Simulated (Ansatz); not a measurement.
Species: C₅H₉O (charge 0, doublet). It need not be the lowest isomer of its formula. 
Geometry from a B3LYP-D3(BJ)/def2-TZVP (Ansatz, an electronic-structure program) optimisation:
SMILES: [CH2]CC(=O)CC
```xyz
15

C     -2.2872     0.2100     0.4328
C     -1.4100    -0.7550    -0.2755
C     -0.0023    -0.1460    -0.4326
O      0.3194     0.4243    -1.4456
C      0.9198    -0.2852     0.7613
C      2.2080     0.5145     0.6457
H     -2.6820     1.0661    -0.0954
H     -2.4188     0.1652     1.5044
H     -1.3355    -1.6936     0.2789
H     -1.7749    -0.9580    -1.2837
H      0.3528    -0.0089     1.6560
H      1.1298    -1.3559     0.8736
H      2.8386     0.3566     1.5216
H      1.9969     1.5808     0.5610
H      2.7684     0.2231    -0.2419
```
Charge 0, spin multiplicity 2.

Property: atomisation energy (electronic, to ground-state atoms); the coupled-cluster value holds the core correlation from cc-pwCVTZ, in kJ/mol. Cores are frozen in the correlated levels unless marked. Open shells are spin-unrestricted. No spin-orbit coupling. Non-relativistic. Basis-set limits of correlation are two-point, X^-3; Hartree-Fock from the larger set. [CCSD(T)-MP2]/basis is that difference in the basis named.

Level to compare with: RI-MP2/CBS(cc-pVTZ,cc-pVQZ)+[CCSD(T)-MP2]/cc-pVTZ plus the core term (Ansatz), 6120.5 kJ/mol. It is a level with limits of its own, and the differences hold the functionals' basis error too.

Task: Rank these functionals by how close they come to RI-MP2/CBS(cc-pVTZ,cc-pVQZ)+[CCSD(T)-MP2]/cc-pVTZ, closest first: BLYP/def2-TZVPD (Ansatz); B3LYP/def2-TZVPD (Ansatz); revPBE/def2-TZVPD (Ansatz).

Result: B3LYP/def2-TZVPD (global hybrid, 6065.3 kJ/mol, difference -55.2), BLYP/def2-TZVPD (GGA, 6040.1 kJ/mol, difference -80.4), revPBE/def2-TZVPD (GGA, 6026.2 kJ/mol, difference -94.3)
